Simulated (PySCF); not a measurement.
**Ionisation energy of Gd⁵⁴⁺ by level of theory**

Gd⁵⁴⁺ [Ne] → Gd⁵⁵⁺ [He] 2s2 2p5 [2p1/2^2 2p3/2^3, M_J = 3/2], as a difference of total energies. Calculation: PySCF 2.14, in an uncontracted even-tempered set (17 s from 34 bohr⁻², ratio 2.4; 13 p from 45 bohr⁻², ratio 2.4; 5 d from 160 bohr⁻², ratio 2.6; 4 f from 240 bohr⁻², ratio 2.6); the two-component X2C-1e Hamiltonian. Correlated levels: nothing frozen; the 30 highest virtual spinors dropped. "Screened" scales the spin-orbit matrix elements by Boettger's factors to mimic the two-electron term; Breit and QED terms are absent.

| method | ionisation energy (eV) |
| --- | --- |
| GHF (spin-free) | 11500.0 |
| GMP2 (spin-free) | 11501.5 |
| GHF (screened spin-orbit) | 11283.4 |
| GMP2 (screened spin-orbit) | 11284.9 |

For this ion Breit and QED terms and the two-electron picture change, all absent here, outweigh the correlation shift from GHF to GMP2.

The spin-free rows lack the spin-orbit shift.

For comparison: 11273 ± 5 eV (theoretical estimate listed by NIST; NIST Atomic Spectra Database, ionization energies).
